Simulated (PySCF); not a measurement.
Mn(2+): excitation energy

Mn(2+) [Ar] 3d5 (6S) → Mn(2+) [Ar] 3d4 4s1 (6D), as a difference of total energies. All numbers are calculated (PySCF 2.14, scalar relativity by spin-free X2C-1e, in ANO-RCC-VTZP). Correlated levels: valence: [Ar] frozen; valence and next inner shell: [Ne] frozen. The calculations carry no spin-orbit coupling.

```json
{"method": "UHF", "excitation energy (cm⁻¹)": "59238"}
{"method": "LDA", "excitation energy (cm⁻¹)": "62234"}
{"method": "PBE", "excitation energy (cm⁻¹)": "61024"}
{"method": "PBE0", "excitation energy (cm⁻¹)": "62125"}
{"method": "r2SCAN", "excitation energy (cm⁻¹)": "62079"}
{"method": "PBEsol", "excitation energy (cm⁻¹)": "62189"}
{"method": "MN15", "excitation energy (cm⁻¹)": "65576"}
{"method": "M06-2X", "excitation energy (cm⁻¹)": "61879"}
{"method": "MP2 (valence)", "excitation energy (cm⁻¹)": "63340"}
{"method": "SCS-MP2 (valence)", "excitation energy (cm⁻¹)": "60606"}
{"method": "MP2 (valence and next inner shell)", "excitation energy (cm⁻¹)": "64862"}
{"method": "SCS-MP2 (valence and next inner shell)", "excitation energy (cm⁻¹)": "62274"}
```

A first-order spin-orbit estimate (lowest level to lowest level, LS coupling) adds -0.072 eV.

The basis was made for the ground configuration and has no added diffuse functions, so the excitation energy can come out too high.
